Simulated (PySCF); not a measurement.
C4H8OS, SMILES O=CCCCS. Coordinates come from a PBE0-D3(BJ)/def2-SVP optimisation. One conformer was computed; it need not be the lowest.

**Question.** Give the equilibrium geometry at PBE0-D3(BJ)/def2-SVP (PySCF confirms it by a frequency run) as a Z-matrix. (Estimate from the structure and the level; the computed values follow.)

**Answer.** One answer among several that fit: 
```
C
H 1 1.1036
H 1 1.1042 2 106.20
C 1 1.5206 2 109.24 3 -116.03
H 4 1.1000 1 109.68 2 60.66
H 4 1.1018 5 108.16 1 -120.11
C 1 1.5260 2 109.68 3 118.18
H 7 1.0999 1 112.42 2 59.65
H 7 1.1069 8 107.26 1 -119.87
C 7 1.5035 8 108.53 9 -115.02
O 10 1.2003 7 125.12 8 7.08
H 10 1.1253 11 120.52 7 -179.55
S 4 1.8264 5 109.13 6 -119.01
H 13 1.3493 4 96.48 5 58.91
```
Charge 0, spin multiplicity 1.
